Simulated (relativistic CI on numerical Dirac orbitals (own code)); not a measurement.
# Sensitivity of the levels of Sb14+ to α and to the nuclear radius

Computed by Dirac-Coulomb-Breit CI, KLI orbitals optimised for each configuration, derivatives by finite differences, unscaled Slater integrals, QED left out (own radial code, finite nucleus).

CI space (outside the closed core [Ar] 3d10): 4s2.4p6.4d, 4s2.4p5.4d2, 4s2.4p6.4f, 4s.4p6.4d2, 4s2.4p6.5s, 4s2.4p5.4d.4f, 4s2.4p6.5p. Double excitations out of closed p, d and f shells are left out; levels of such configurations are missing from the list, as are those of other unlisted configurations, and high levels can miss mixing partners.

With x = (α/α₀)² − 1 an excitation energy changes as ω = ω₀ + qx; K = 2q/ω₀ is the relative enhancement. Terms are leading LS components, so labels can repeat. The field-shift factor is F = δν/δ⟨r²⟩ for the transition from the lowest level.

Lowest level 4s2.4p6.4d 2D_3/2.

| Level | ω₀ (cm⁻¹) | q (cm⁻¹) | K | F (GHz/fm²) |
| --- | --- | --- | --- | --- |
| 4s2.4p6.4d 2D_5/2 | 15067 | 14940 | 1.98 | 0.158 |
| 4s2.4p5.4d2 4D°_1/2 | 553504 | 15130 | 0.0547 | 1.78 |
| 4s2.4p5.4d2 4D°_3/2 | 557208 | 16480 | 0.0591 | 1.81 |
| 4s2.4p5.4d2 4D°_5/2 | 564882 | 23030 | 0.0815 | 1.9 |
| 4s2.4p5.4d2 4D°_7/2 | 575470 | 29380 | 0.102 | 1.95 |
| 4s2.4p5.4d2 2F°_5/2 | 581499 | 13020 | 0.0448 | 1.96 |
| 4s2.4p5.4d2 4G°_7/2 | 585310 | 17700 | 0.0605 | 1.81 |
| 4s2.4p5.4d2 4G°_9/2 | 585767 | 23690 | 0.0809 | 2.04 |
| 4s2.4p5.4d2 4G°_11/2 | 589447 | 31050 | 0.105 | 2.16 |
| 4s2.4p5.4d2 4P°_5/2 | 591887 | 27180 | 0.0918 | 2 |
| 4s2.4p5.4d2 2D°_3/2 | 595366 | 22090 | 0.0742 | 1.95 |
| 4s2.4p5.4d2 4P°_3/2 | 598145 | 23910 | 0.0799 | 1.75 |
| 4s2.4p5.4d2 4P°_1/2 | 608378 | 32800 | 0.108 | 1.77 |

At this charge energies of transitions that change n are usually good to better than 1 %, and those within a shell (Δn = 0) to a few per cent. Levels and lines within the n = 5 or 6 shells can be off by up to 10 % or somewhat more, and those that change n by about 2 %, since core polarisation is missing.
